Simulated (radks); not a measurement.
Question: Species: Tl XIX. Configuration: [Kr] 4d10 4f14 5s2 5p1 (the NIST ground configuration). Method: Dirac Kohn-Sham, PBE, spin-unpolarised, spherical densities, finite nucleus; open shells are shared between the two j in proportion to 2j + 1; Fermi nuclear charge, rms radius 5.4759 fm; computed with a radial shooting solver on a logarithmic mesh with Libxc functionals. Some entries of the table are withheld. Estimate them.

orbital,occ.,eigenvalue (hartree),<r> (bohr),<1/r> (bohr^-1)
1s1/2,2,-3154.904,0.01632,99.36
2s1/2,2,-573.6663,0.06807,24.53
2p1/2,2,(1),0.05588,24.49
2p3/2,4,(2),0.06467,19.69
3s1/2,2,-148.0720,0.1769,9.005
3p1/2,2,-138.0396,0.1673,(3)
3p3/2,4,-121.1329,0.1833,(4)
3d3/2,4,-104.5193,0.1593,7.566
3d5/2,6,-100.9031,0.1642,7.284
4s1/2,2,-44.22727,0.3902,3.831
4p1/2,2,-39.88446,0.3914,3.725
4p3/2,4,-35.73773,0.4248,3.294
4d3/2,4,-28.62155,0.4286,3.104
4d5/2,6,-27.83931,0.4391,3.007
4f5/2,6,-18.60818,0.4460,2.696
4f7/2,8,-18.42836,0.4513,2.661
5s1/2,2,-18.06087,0.8039,1.742
5p1/2,0.333333,-16.41366,0.8350,1.659
5p3/2,0.666667,-15.36221,0.8899,1.525
5d3/2,0,-12.76810,0.9650,1.382
5d5/2,0,-12.57854,0.9806,1.356
6s1/2,0,-9.98180,1.396,(5)

Answer: 
(1) 2p1/2 eigenvalue (hartree): -551.5219
(2) 2p3/2 eigenvalue (hartree): -475.5830
(3) 3p1/2 <1/r> (bohr^-1): 8.920
(4) 3p3/2 <1/r> (bohr^-1): 7.665
(5) 6s1/2 <1/r> (bohr^-1): 0.9974
